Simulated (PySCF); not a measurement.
From one molecule to another.

First species: C3H8Cl2Si2.
Z-matrix (Å and degrees, GFN2-xTB geometry), rows numbered from 1:
```
Cl
Si  1  2.0256
Si  2  2.3182  1  110.42
C   3  1.8983  2  110.20  1   -59.75
Cl  4  1.7776  3  110.39  2   -63.59
C   4  1.4982  3  122.68  2    78.59
C   6  1.4956  4   60.04  3   113.20
H   2  1.4649  1  105.98  3   120.83
H   2  1.4626  1  106.13  3  -125.70
H   3  1.4658  2  112.64  1  -177.95
H   3  1.4715  2  114.73  1    58.62
H   6  1.0798  4  118.26  7   107.84
H   6  1.0802  4  117.74  7  -109.05
H   7  1.0797  4  118.19  6  -107.92
H   7  1.0799  4  117.60  6   109.16
```

Second species: C5H4F2.
SMILES: `FC1=C[C@H](F)C=C1`

Levels: PBE0/def2-SVPD for dipole moment, HOMO energy, LUMO energy, HOMO–LUMO gap, static isotropic polarisability and electronic spatial extent ⟨r²⟩ about the centre of nuclear charge; TDDFT PBE0/def2-SVPD for lowest singlet excitation; TDA PBE0/def2-SVPD for lowest triplet excitation (Tamm–Dancoff); GFN2-xTB for rotational constant A and rotational constant C. Geometries: GFN2-xTB. All species are isolated and taken at one optimised geometry, non-relativistic unless stated; the electronic structure was computed with PySCF and density fitting.

Dipoles, sizes and rotational constants follow the conformer. The torsions of the flexible species, by atom-mapped SMILES:
- `[Cl:1][SiH2:2][SiH2:3][C:4]1([Cl:5])[CH2:6][CH2:7]1`: Cl1–Si2–Si3–C4 -60°, Si2–Si3–C4–Cl5 -64°

```csv
property,column X,column Y
dipole moment,1.64 D,1.70 D
HOMO energy,-6.99 eV,-7.94 eV
LUMO energy,-1.63 eV,-0.67 eV
HOMO–LUMO gap,5.36 eV,7.27 eV
lowest singlet excitation,4.47 eV,6.17 eV
lowest triplet excitation (Tamm–Dancoff),2.69 eV,5.59 eV
static isotropic polarisability,55.5 au,114.4 au
electronic spatial extent ⟨r²⟩ about the centre of nuclear charge,692 bohr²,1851 bohr²
rotational constant A,6.293 GHz,1.791 GHz
rotational constant C,1.580 GHz,0.665 GHz
```

Problem. Which column belongs to which species?

Solution. Column X is the second species and column Y the first. The first has 15 atoms and 88 electrons, the second 11 and 52.

Problem. How does each property change from the first species to the second?

Solution. dipole moment -0.06 D; HOMO energy +0.95 eV; LUMO energy -0.96 eV; HOMO–LUMO gap -1.91 eV; lowest singlet excitation -1.70 eV; lowest triplet excitation (Tamm–Dancoff) -2.90 eV; static isotropic polarisability -58.9 au; electronic spatial extent ⟨r²⟩ about the centre of nuclear charge -1159 bohr²; rotational constant A +4.502 GHz; rotational constant C +0.915 GHz.

On the first: The vertical singlet–triplet gap S1 − T1 is 0.58 eV (TDDFT singlet less Tamm–Dancoff triplet; S1: HOMO→LUMO, weight 0.86; T1: HOMO→LUMO, weight 0.54, beside HOMO−2→LUMO, weight 0.35). No computed singlet falls in the visible range (750 to 380 nm, 1.65 to 3.26 eV); S1 lies 2.91 eV above its blue end.

On the second: The 8 singlets span 4.47 to 7.66 eV, and their oscillator strengths add up to 0.16. No computed singlet falls in the visible range (750 to 380 nm, 1.65 to 3.26 eV); S1 lies 1.21 eV above its blue end.
